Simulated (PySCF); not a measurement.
C4H7O2, SMILES [CH2]COC(C)=O, doublet, CAM-B3LYP/def2-SVP optimised geometry.

```
13

C     -1.73     0.06    -3.98
C     -0.37    -0.39    -3.60
O      0.06     0.17    -2.35
C     -0.43    -0.40    -1.23
C      0.08     0.29     0.00
O     -1.18    -1.34    -1.25
H     -2.54    -0.66    -4.14
H     -1.95     1.13    -4.04
H      0.38    -0.03    -4.32
H     -0.32    -1.49    -3.54
H     -0.24     1.34     0.00
H      1.18     0.29     0.00
H     -0.30    -0.22     0.89
```

Density from unrestricted CAM-B3LYP/def2-TZVP run with PySCF at that geometry.

Minimum of the electron density along straight lines between bonded atoms, close to the bond critical point (lines longer than 1.1 times the sum of covalent radii, or with two minima, are not listed):

| bond | length / Å | ρ at the minimum / e bohr⁻³ | ∇²ρ there / e bohr⁻⁵ | position (fraction from the first atom) |
|---|---|---|---|---|
| C1–C2 | 1.483 | 0.273 | -0.75 | 0.50 |
| C2–O3 | 1.439 | 0.242 | -0.49 | 0.36 |
| O3–C4 | 1.343 | 0.313 | -0.74 | 0.65 |
| C4–C5 | 1.503 | 0.266 | -0.72 | 0.53 |
| C4–O6 | 1.201 | 0.438 | -0.29 | 0.34 |
| C1–H7 | 1.091 | 0.280 | -0.98 | 0.65 |
| C1–H8 | 1.093 | 0.278 | -0.97 | 0.65 |
| C2–H9 | 1.102 | 0.281 | -0.99 | 0.65 |
| C2–H10 | 1.098 | 0.285 | -1.02 | 0.66 |
| C5–H11 | 1.100 | 0.272 | -0.92 | 0.65 |
| C5–H12 | 1.099 | 0.273 | -0.93 | 0.65 |
| C5–H13 | 1.095 | 0.278 | -0.96 | 0.65 |
